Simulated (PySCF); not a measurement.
**How methods differ on the excitation energy of Ne²⁺**

Ne²⁺ [He] 2s2 2p4 (3P) → Ne²⁺ [He] 2s1 2p4 3d1 (high-spin determinant), as a difference of total energies. Computed with PySCF 2.14 in dyall-av2z (11s7p2d, 42 functions), with no relativity, point nucleus. Correlated levels: valence: 1s2 frozen; virtual orbitals above 40 to 60 times the deepest correlated orbital energy dropped. The calculations carry no spin-orbit coupling.

```csv
method,excitation energy (eV)
UHF,83.390
LDA,82.529
PBE,82.316
PBE0,82.919
r2SCAN,82.661
r2SCAN0,83.090
wB97X,83.233
r2SCANh,82.833
wB97M-V,83.415
MP2 (valence),84.310
SCS-MP2 (valence),84.441
```

**Question.** How much does correlation contribute at MP2 (valence)?

**Answer.** 84.310 − (83.390) = 0.920 eV, measured against UHF.

The upper state lies above the first ionisation limit, where it may autoionise and the basis confines it. A Rydberg-like electron needs more diffuse functions than a valence basis has.

The promoted electron is Rydberg-like, and one or two diffuse shells describe it only roughly, which tends to raise the upper state.

In the upper state the promoted electron has a positive orbital energy at LDA, PBE, PBE0, r2SCAN, r2SCAN0, r2SCANh, so the basis confines it.

The determinant of the upper state mixes LS terms, which raises its energy above the lowest term, most at the Hartree-Fock and MP2 levels.
